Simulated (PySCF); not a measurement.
## Magnetisability: SMILES C#CC[Se]C(C)(C)C#C, C8H10Se

Geometry:
```csv
atom,x (Å),y (Å),z (Å)
C1,0.940,2.797,0.776
C2,1.552,1.768,0.724
C3,2.248,0.518,0.637
Se4,1.127,-1.044,1.165
C5,-0.512,-0.791,-0.034
C6,-0.071,-0.375,-1.429
C7,-1.222,-2.142,-0.041
C8,-1.349,0.214,0.573
C9,-2.057,1.028,1.094
H10,0.425,3.709,0.827
H11,2.611,0.336,-0.378
H12,3.086,0.487,1.339
H13,0.658,-1.082,-1.824
H14,-0.936,-0.362,-2.093
H15,0.360,0.625,-1.418
H16,-1.474,-2.445,0.975
H17,-0.580,-2.903,-0.483
H18,-2.141,-2.074,-0.620
H19,-2.675,1.746,1.542
```

The calculation used GIAO B97-2/pcSseg-1 magnetisability, rotational g tensor and spin-rotation constants, non-relativistic, gas phase (PySCF). Geometry: GFN2-xTB.

The calculation is non-relativistic, which matters for the atoms heavier than Zn.

Q: What are the magnetisability and the molar susceptibility?

A: Isotropic -1774 × 10⁻³⁰ J/T², or -106.8 × 10⁻⁶ cm³/mol; principal values -1865, -1754, -1702 × 10⁻³⁰ J/T², anisotropy 144 × 10⁻³⁰ J/T² (root of half the summed squared differences of the principal values). The susceptibility is in cgs units.

Q: Split it along the inertial axes a, b, c into diamagnetic and paramagnetic parts about the centre of mass, with the quadrupole moment.

A: 
| axis | χ (10⁻⁶ cm³/mol) | diamagnetic (10⁻⁶ cm³/mol) | paramagnetic (10⁻⁶ cm³/mol) | summed x² of all electrons (Å²) | quadrupole Θ (D Å) |
| --- | --- | --- | --- | --- | --- |
| a | -106.2 | -994.7 | 888.5 | 207.3 | +0.47 |
| b | -111.1 | -1181.1 | 1070.0 | 163.4 | +3.10 |
| c | -103.1 | -1572.6 | 1469.5 | 71.1 | -3.57 |

Anisotropies 2χaa − χbb − χcc = +1.7 and 2χbb − χaa − χcc = -12.8 × 10⁻⁶ cm³/mol. Θ is traceless in Buckingham's convention.

Q: And the rotational g tensor?

A: 
```
axis  rotational constant (GHz)        g  nuclear part  electronic part
   a                     1.3214  -0.0050        0.5465          -0.5516
   b                     1.1585  -0.0026        0.5797          -0.5824
   c                     0.8017  -0.0033        0.5502          -0.5535
```
Asymmetric top; isotopes 12C, 1H, 80Se; no vibrational averaging.
